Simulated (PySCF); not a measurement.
GeH7NOSi, SMILES [O]([SiH2]N)[GeH3]. Geometry: PBE0-D3(BJ)/def2-SVP. The structure was generated by enumeration, and PubChem lists no compound with its InChIKey, so it may never have been made. Other conformers were not sampled.

**Question.** Give the equilibrium geometry at PBE0-D3(BJ)/def2-SVP (PySCF confirms it by a frequency run) as bond lengths and angles. (Estimate from the structure and the level; the computed values follow.)

**Answer.** Several could match; the one computed here: 
Atoms: Si1 N2 O3 Ge4 H5 H6 H7 H8 H9 H10 H11. Bond lengths (Å): Si1–N2 1.717, Si1–O3 1.664, Si1–H5 1.494, Si1–H6 1.494, N2–H7 1.014, N2–H8 1.014, O3–Ge4 1.774, Ge4–H9 1.541, Ge4–H10 1.541, Ge4–H11 1.535. Bond angles (°): N2–Si1–O3 113.6, N2–Si1–H5 107.3, N2–Si1–H6 107.4, O3–Si1–H5 108.7, O3–Si1–H6 108.7, H5–Si1–H6 111.2, Si1–N2–H7 119.7, Si1–N2–H8 119.6, H7–N2–H8 110.6, Si1–O3–Ge4 136.6, O3–Ge4–H9 109.0, O3–Ge4–H10 109.0, O3–Ge4–H11 106.1, H9–Ge4–H10 110.4, H9–Ge4–H11 111.1, H10–Ge4–H11 111.1.
Charge 0, spin multiplicity 1.
